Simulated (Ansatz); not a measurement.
A nudged elastic band was laid between two geometries of CH6Si + H4OSi (14 atoms, charge 0, multiplicity 1).

Theory: Ansatz 0.2.0, RKS B3LYP-D4/def2-SVP.

- movable images: 7
- climbing image: yes
- spring: 5.0 eV/Å²
- optimiser: quadratic models (default)
- start path: through a guess of the saddle point
- force threshold: 0.05 eV/Å
- iteration limit: 60
- end points: relaxed

First end point:

```xyz
14
Properties=species:S:1:pos:R:3
Si -1.512 0.000 0.836
C -0.652 -1.638 1.180
H -2.029 0.065 -0.566
H -2.685 0.179 1.746
H -0.595 1.158 1.053
H 0.233 -0.187 -2.059
O 0.869 -0.120 -1.337
Si 1.743 1.303 -1.194
H -1.345 -2.484 1.043
H -0.274 -1.672 2.215
H 0.198 -1.755 0.490
H 2.752 1.432 -2.290
H 0.853 2.502 -1.231
H 2.443 1.218 0.113
```

Last end point:

```xyz
14
Properties=species:S:1:pos:R:3
Si -1.425 1.159 0.404
C 0.071 -2.368 0.695
H -2.128 2.443 0.108
H -2.376 0.028 0.231
H -0.931 1.192 1.812
H 0.187 -1.533 -0.009
O -0.158 0.949 -0.647
Si 1.329 1.417 -1.216
H -0.688 -3.067 0.314
H -0.249 -1.982 1.673
H 1.030 -2.894 0.807
H 2.041 0.211 -1.725
H 1.162 2.402 -2.324
H 2.134 2.043 -0.124
```

(1) Which bonds break or form, and what moves?

(2) Give the energies along the band, and the barrier.

(3) What is the geometry of the highest image?

## Answers

(1) Bonds broken: Si1–C2, H6–O7. Bonds formed: Si1–O7, C2–H6. CH6Si + H4OSi becomes CH4 + H6OSi2.

(2) The forces met the threshold. The highest image is number 4 of 0 to 8, 193.7 kJ/mol above the first end and 291.2 kJ/mol above the last; the last end lies 97.5 kJ/mol below the first. Neighbouring images differ by up to 2.8 eV, so the band resolves the path poorly. A vibrational analysis at the climbing image gives one clearly imaginary mode, 1311i cm⁻¹, and a faint second one (34i cm⁻¹) that may be numerical noise or a soft torsion: probably a first-order saddle point. The orbitals stay closed-shell, which can raise the energy where a bond breaks towards radicals; this wasn't checked here.

```csv
image,path coordinate (Å),energy (kJ/mol),Si1–C2 (Å),H6–O7 (Å),Si1–O7 (Å)
0,0.00,0.0,1.88,0.96,3.23
1,1.62,2.1,1.88,0.96,3.24
2,3.23,6.5,1.89,0.96,3.26
3,4.85,19.7,1.91,0.96,2.87
4,6.47,193.7,2.21,1.24,1.96
5,8.28,-78.0,3.36,2.06,1.67
6,10.09,-97.4,4.18,2.51,1.66
7,11.91,-97.3,4.23,2.52,1.66
8,13.72,-97.5,3.84,2.59,1.66
```

(3) 
```xyz
14
Properties=species:S:1:pos:R:3
Si -1.120 0.354 0.722
C -0.425 -1.737 0.615
H -1.741 0.940 -0.502
H -2.313 -0.293 1.384
H -0.698 1.314 1.781
H 0.322 -0.716 0.147
O 0.668 0.449 -0.079
Si 1.475 1.329 -1.252
H -1.301 -2.132 0.082
H -0.500 -1.967 1.687
H 0.453 -2.302 0.236
H 2.618 0.510 -1.751
H 0.568 1.650 -2.394
H 1.994 2.602 -0.675
```

Time of the run: 5.7 min on 2 threads of Arm Neoverse V2, with other jobs on the host, peak memory 0.26 GiB.
